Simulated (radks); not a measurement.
Results of a calculation; reference values are marked as such.
Problem. Pt3+, 75 electrons, occupied as [Xe] 4f14 5d7. Level of theory: Dirac Kohn-Sham, LDA (Slater exchange, Perdew-Wang correlation), spin-unpolarised, spherical densities, point nucleus; open shells are shared between the two j in proportion to 2j + 1 (a radial shooting solver on a logarithmic mesh with Libxc functionals). Some entries of the table are withheld. Estimate them.

orbital  occ.  eigenvalue (eV)  <1/r> (bohr^-1)
1s1/2       2        -78286.98            93.96
2s1/2       2        -13773.08            23.04
2p1/2       2        -13204.77            22.99
2p3/2       4        -11477.40            18.86
3s1/2       2              (1)            8.454
3p1/2       2        -3006.413            8.369
3p3/2       4        -2626.776            7.291
3d3/2       4        -2200.635            7.191
3d5/2       6        -2118.753            6.944
4s1/2       2        -728.1431            3.575
4p1/2       2        -619.8861            3.466
4p3/2       4        -529.2184            3.089
4d3/2       4        -351.6991            2.885
4d5/2       6        -334.8388            2.797
5s1/2       2        -137.1520            1.443
4f5/2       6        -107.7749            2.409
4f7/2       8        -104.3135            2.375
5p1/2       2        -102.2951            1.318
5p3/2       4         -86.9101            1.182
5d3/2     2.8         -40.0378              (2)
5d5/2     4.2         -38.3824              (3)
6s1/2       0         -32.7479           0.5531
6p1/2       0         -24.8729           0.4774
6p3/2       0         -22.7639           0.4417

Solution. 
(1) 3s1/2 eigenvalue (eV): -3261.766
(2) 5d3/2 <1/r> (bohr^-1): 0.8902
(3) 5d5/2 <1/r> (bohr^-1): 0.8605
